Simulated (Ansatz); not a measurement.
`[NH2][Cd][Br]` + CH₃OH → `C[O][Cd][NH2]` + HBr at 500 K and 1 bar (ligand exchange at a Cd–Br bond).

Calculated with Ansatz (gas phase, PBE0-D4/def2-TZVP geometries, no zero-point term in ΔE). CCSD(T)/CBS adds triple-zeta CCSD(T) − MP2 to the extrapolated MP2 energy (def2 sets, frozen cores). This one scheme is used for every species. def2 core potentials past Kr. For Br, Cd outer-core shells are correlated without core-valence functions, which leaves a few kJ/mol of doubt a bond. Scalar relativity is left out up to krypton. One conformer a species, not always the lowest.

```csv
species,CCSD(T)/CBS energy (Eh),H − E (kJ/mol),S (J/(mol·K))
`[NH2][Cd][Br]`,-2796.98951,97.7,354.4
CH₃OH,-115.61712,157.0,265.4
`C[O][Cd][NH2]`,-338.62994,214.7,404.5
HBr,-2573.91920,30.5,213.7
```

H − E and S are ideal-gas, rigid-rotor, harmonic terms from PBE0-D4/def2-TZVP, for one conformer and one mirror image of each species. 1 Eh = 2625.50 kJ/mol, R = 8.31446 J/(mol·K).

By hand: ΔE, ΔH, ΔS and ΔG.

ΔE = (-338.62994) + (-2573.91920) − (-2796.98951) − (-115.61712) = 0.05749 Eh = 150.9 kJ/mol. Δ(H − E) = 214.7 + 30.5 − 97.7 − 157.0 = -9.5, so ΔH = 141.4 kJ/mol. ΔS = 404.5 + 213.7 − 354.4 − 265.4 = -1.6 J/(mol·K). ΔG = 141.4 − 500 × (-1.6)/1000 = 142.2 kJ/mol.

By hand: the equilibrium constant, and the temperature at which ΔG would vanish if ΔH and ΔS stayed fixed.

log₁₀ K = −ΔG/(RT ln 10) = -14.9. ΔH and −TΔS have one sign here, so there is no such temperature. One of them is within its doubt of zero, so this could turn.

The number of gas molecules stays the same, so ΔS is small and ΔH decides. A doubt of 5 kJ/mol in ΔE shifts log₁₀ K by 0.5 here. Other conformers and mirror images would add mixing entropy, several J/(mol·K) or more a flexible species. These are equilibria of isolated gas molecules and say nothing of rates. Largest T1 diagnostic: 0.016 (customary marks: 0.02 for closed shells, 0.045 for open ones).
